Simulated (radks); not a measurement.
Spherical quantum dot in the effective-mass picture: electrons in a well V = -V0 / (1 + exp((r - R)/a)) with V0 = 8.39, R = 7.76, a = 0.53, with a point charge +1 (a donor) at the centre, all in effective atomic units (hartree* = m*/eps^2 hartree, bohr* = eps/m* bohr), one dielectric constant everywhere. Calculated with a radial shooting solver with Libxc functionals: non-relativistic Kohn-Sham, LDA (Slater exchange, Perdew-Wang correlation), spin-polarised, spherical densities. Levels are named by radial order and angular momentum (1s, 1p, 1d, 2s, ...), and open shells are averaged over m.

N = 2, configuration 1s2. This is the lowest configuration that the search found. Occupied and some empty levels:

level,occupation,eigenvalue (hartree*),<r> (bohr*)
1s,2,-8.2624,2.138
1p,0,-8.0426,3.865
2s,0,-7.9834,3.611
1d,0,-7.8899,4.352

Energy (hartree*): total -17.2635, kinetic 0.54988, external -18.234, Hartree 0.87727, exchange-correlation -0.45692. Static polarisability (adiabatic kernel): 27.93 bohr*^3.

Electron density:

r (bohr*),n(r) (e/bohr*^3)
0.0983,0.2812
0.345,0.1735
0.592,0.1092
0.839,0.07035
1.09,0.04645
1.33,0.03137
1.58,0.02165
1.83,0.01523
2.07,0.01089
2.32,0.007888
2.57,0.005777
2.81,0.004262
3.06,0.003159
3.31,0.002344
3.56,0.001735
3.80,0.001277
4.05,0.0009315
4.30,0.0006703
4.54,0.0004737
4.79,0.0003269
